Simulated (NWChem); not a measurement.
# Correlation energy of Te

```
Te
```
Charge 0, spin multiplicity 3.

Program: NWChem.

Basis set: def2-QZVP. Each correlation energy counts from its own Hartree-Fock reference.

Effective core potentials replace the inner electrons of Te; spin-orbit coupling is left out. The correlated methods keep 4 core orbitals frozen. The stability of the SCF solutions was not checked. Open-shell Hartree-Fock references start from PBE0 orbitals. Coupled-cluster values serve here as a point of comparison, not as the truth.

Q: Order these methods by the correlation energy they give, lowest first: UMP2, SCS-UMP2, CCSD on ROHF, CCSD[T] on ROHF.

A: UMP2 (-564.8 mHa), CCSD[T] on ROHF (-545.8 mHa), CCSD on ROHF (-534.4 mHa), SCS-UMP2 (-495.0 mHa)
